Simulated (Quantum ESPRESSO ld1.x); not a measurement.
Results of a calculation; reference values are marked as such.
Q: These are the eigenvalues of the occupied orbitals of an atom or ion with whole-number occupations (eV). Code: ld1.x of Quantum ESPRESSO 7.5. Model: scalar-relativistic Kohn-Sham, relativistic LDA (MacDonald-Vosko exchange, VWN5 correlation), spin-unpolarised, spherical densities, point nucleus.

1s: -24041.5
2s: -3522.88
2p: -3164.91
3s: -642.468
3p: -524.279
3d: -335.222
4s: -94.0191
4p: -59.8837
4d: -11.5537
5s: -6.8133
5p: -2.2599

Which element is it, and in what charge state? The configuration may be excited.

A: Z = 46, palladium, charge 0: Pd in [Kr] 4d8 5s1 5p1. The list shows which subshells hold electrons but not how many an open one holds; the 1s level, -883.51 hartree, gives Z - s = 42.0 by -(Z - s)^2/2, which with screening and relativity narrows Z to a few neighbours, and the depths of the outer levels then fix element, charge and occupations together.
